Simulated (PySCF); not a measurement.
Saddle point of GeH$_{5}$O$_{2}$F, closed shell (GeH₃F ([F][GeH3]) + H₂O₂ ([OH][OH]) → GeH₄O₂ ([OH][O][GeH3]) + HF; bonds formed: Ge1–O7, F2–H6; bonds broken: Ge1–F2, H6–O7), PBE0-D4/def2-TZVP structure:

```xyz
9
angstrom
Ge -0.8876 -0.5689 0.2005
F 0.8564 -1.1261 1.1755
H -0.7310 -1.8935 -0.5490
H -1.5789 -0.5517 1.5634
H -1.6542 0.3922 -0.7504
H 1.1617 -0.0020 0.6291
O 0.6323 0.8193 0.1533
O 1.1085 0.9841 -1.1737
H 1.0926 1.9466 -1.2489
```

Energies are electronic, without zero-point energy. Barriers and step energies count from the start structure reached by relaxing down the imaginary mode; all methods use the PBE0-D4 structures, on which another method's saddle can fall below an end. Computed with PySCF 2.14 with density fitting (its default auxiliary sets; JK sets also for MP2 and CCSD(T)) (basis: def2-TZVPP, with def2-QZVPP for the basis limit); correlated methods freeze the cores. Filled d shells of the heavier atoms are correlated. The def2 sets are not built for correlating such inner shells, so the correlated values are less sure here. B3LYP uses VWN-RPA correlation. Extrapolation: Hartree–Fock as exp(−7.88 √X), correlation as X^−2.97.

```json
{"method": "SPW92", "barrier (kcal/mol)": "15.94", "step energy (kcal/mol)": "3.40"}
{"method": "PBE-D4", "barrier (kcal/mol)": "22.31", "step energy (kcal/mol)": "4.78"}
{"method": "r2SCAN-D4", "barrier (kcal/mol)": "24.99", "step energy (kcal/mol)": "5.96"}
{"method": "PBE0-D4", "barrier (kcal/mol)": "26.34", "step energy (kcal/mol)": "5.57"}
{"method": "B3LYP-D4", "barrier (kcal/mol)": "?", "step energy (kcal/mol)": "5.92"}
{"method": "BHLYP-D4", "barrier (kcal/mol)": "?", "step energy (kcal/mol)": "7.16"}
{"method": "wB97M-V", "barrier (kcal/mol)": "?", "step energy (kcal/mol)": "6.80"}
{"method": "HF", "barrier (kcal/mol)": "41.41", "step energy (kcal/mol)": "9.38"}
{"method": "MP2", "barrier (kcal/mol)": "28.11", "step energy (kcal/mol)": "4.29"}
{"method": "CCSD", "barrier (kcal/mol)": "31.44", "step energy (kcal/mol)": "5.90"}
{"method": "CCSD(T)", "barrier (kcal/mol)": "29.21", "step energy (kcal/mol)": "5.24"}
```

Fill in the withheld barriers. (An estimate is asked for; the value comes from the calculation.)

Computed: BHLYP-D4 32.01; wB97M-V 27.74; B3LYP-D4 27.87 kcal/mol. Each is the energy of the saddle less that of the start structure, by the same method.

For comparison, the barrier by CCSD(T) at an estimated basis limit (MP2 extrapolated from triple and quadruple zeta, plus CCSD(T) − MP2 in triple zeta) is 29.55 kcal/mol.

The T1 diagnostic stays at or below 0.014.

Labels in which every atom is bracketed show which atoms are joined, not bond orders.

For scale, one of the runs: CCSD(T)/def2-TZVPP, 211 basis functions, launched by `OMP_NUM_THREADS=4 python run.py`. Hardware: 4 CPU threads of an Arm Neoverse V1, shared host. Wall time 19 min; peak host memory 4.2 GiB.
